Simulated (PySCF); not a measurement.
Job file and geometry (Å, from GFN2-xTB) of an NMR shielding run on SMILES C1(SC[SiH3])=NSC=C1, C$_{4}$H$_{7}$NS$_{2}$Si, GIAO PBE0/pcSseg-1 NMR shielding, non-relativistic, gas phase (PySCF 2.14.0, density-fitted response routines); density fitting, a coarse starting grid and PySCF grid level 2 are the driver's defaults:

```
$ OMP_NUM_THREADS=1 python probes_run.py task.json out

{"job": {"kind": "nmr", "xc": "PBE0", "basis": "pcSseg-1"}, "charge": 0, "multiplicity": 1}
Si    -3.248600     0.057129    -0.129788
C     -1.401465     0.520529    -0.086811
S     -0.381945    -0.979252     0.043358
C      1.207586    -0.266504     0.061293
C      2.395522    -1.039915     0.154169
C      3.475146    -0.216008     0.145151
S      2.959129     1.418474     0.024948
N      1.370145     1.030253    -0.012258
H     -3.585055    -0.648544     1.105168
H     -3.494721    -0.796468    -1.290584
H     -3.990726     1.313254    -0.234827
H     -1.151185     1.147156     0.767115
H     -1.083548     1.038520    -0.989463
H      2.408904    -2.110898     0.220619
H      4.516401    -0.459737     0.199997
```

Problem. What does the program print?

Solution. 
```
coarse grid: 14624 points
cycle   1  E = -1296.4373040915  dE =  1.248e+00  |g| = 3.543e-01  |ddm| = 3.965e+00
cycle   2  E = -1296.4189245221  dE =  1.838e-02  |g| = 4.601e-01  |ddm| = 7.825e-01
cycle   3  E = -1296.4654381668  dE = -4.651e-02  |g| = 1.119e-01  |ddm| = 4.802e-01
cycle   4  E = -1296.4676617244  dE = -2.224e-03  |g| = 5.068e-02  |ddm| = 1.293e-01
cycle   5  E = -1296.4683204310  dE = -6.587e-04  |g| = 9.528e-03  |ddm| = 6.444e-02
cycle   6  E = -1296.4683410830  dE = -2.065e-05  |g| = 4.511e-03  |ddm| = 1.567e-02
cycle   7  E = -1296.4683456937  dE = -4.611e-06  |g| = 1.369e-03  |ddm| = 5.389e-03
final grid: 128848 points
cycle   8  E = -1296.5187127826  dE = -2.277e-05  |g| = 9.852e-03  |ddm| = 3.246e-02
cycle   9  E = -1296.5186878181  dE =  2.496e-05  |g| = 1.418e-02  |ddm| = 2.122e-02
cycle  10  E = -1296.5187351331  dE = -4.731e-05  |g| = 1.449e-03  |ddm| = 1.374e-02
cycle  11  E = -1296.5187355544  dE = -4.214e-07  |g| = 5.350e-04  |ddm| = 1.777e-03
cycle  12  E = -1296.5187356243  dE = -6.990e-08  |g| = 9.646e-05  |ddm| = 5.894e-04
cycle  13  E = -1296.5187356263  dE = -1.979e-09  |g| = 4.036e-05  |ddm| = 1.390e-04
cycle  14  E = -1296.5187356267  dE = -3.911e-10  |g| = 1.205e-05  |ddm| = 5.296e-05
converged SCF energy = -1296.5187356267

GIAO shielding tensors (ppm)
atom      isotropic    diamagn.    paramagn.     s11        s22        s33       span
  0 Si     422.861     878.606    -455.745    398.791    407.613    462.179     63.388
  1 C      170.648     256.188     -85.539    161.446    166.078    184.421     22.975
  2 S      445.208    1058.446    -613.238    189.681    413.329    732.615    542.934
  3 C       16.057     254.835    -238.777    -50.105      3.416     94.861    144.967
  4 C       62.733     252.919    -190.185    -13.105     54.975    146.330    159.434
  5 C       27.888     264.987    -237.099    -69.928     15.805    137.789    207.717
  6 S      105.207    1056.182    -950.975    -95.967    199.415    212.172    308.138
  7 N      -38.175     324.695    -362.870   -263.121    -78.682    227.279    490.399
  8 H       27.691      27.928      -0.237     23.957     26.122     32.995      9.038
  9 H       27.690      27.926      -0.236     23.957     26.119     32.994      9.037
 10 H       27.520      27.379       0.141     23.738     25.415     33.408      9.670
 11 H       28.986      32.278      -3.292     22.899     28.449     35.609     12.709
 12 H       28.985      32.282      -3.298     22.899     28.447     35.609     12.710
 13 H       24.632      31.927      -7.296     20.853     25.418     27.623      6.770
 14 H       23.254      30.147      -6.894     21.963     22.101     25.697      3.734
```

Problem. Turn these shieldings into chemical shifts. Referencing at the same level of theory: $^{29}$Si (σref 349.16) and $^{13}$C (σref 186.93) and $^{1}$H (σref 31.72) vs TMS; $^{33}$S (σref 503.73) against CS2; NH3 for $^{15}$N (σref 267.73).

Solution. Averaging equivalent atoms: Si 0: -73.7; C 3: 170.9; C 5: 159.0; C 4: 124.2; C 1: 16.3; S 6: 399; S 2: 59; N 7: 305.9; H 14: 8.46; H 13: 7.09; H 8/9/10: 4.08; H 11/12: 2.73 ppm. Experimental scales use liquid or dissolved standards, which lie at an offset from isolated NH3 (liquid NH3: subtract about 20 ppm). Unscaled 15N shifts of sp2 nitrogen come out 20 to 40 ppm too high even then.

Size and cost of the density-fitted run: 192 basis functions, 2.1 min wall time (110 s CPU) on 1 thread of an Intel Xeon, shared host; peak memory 0.84 GiB.
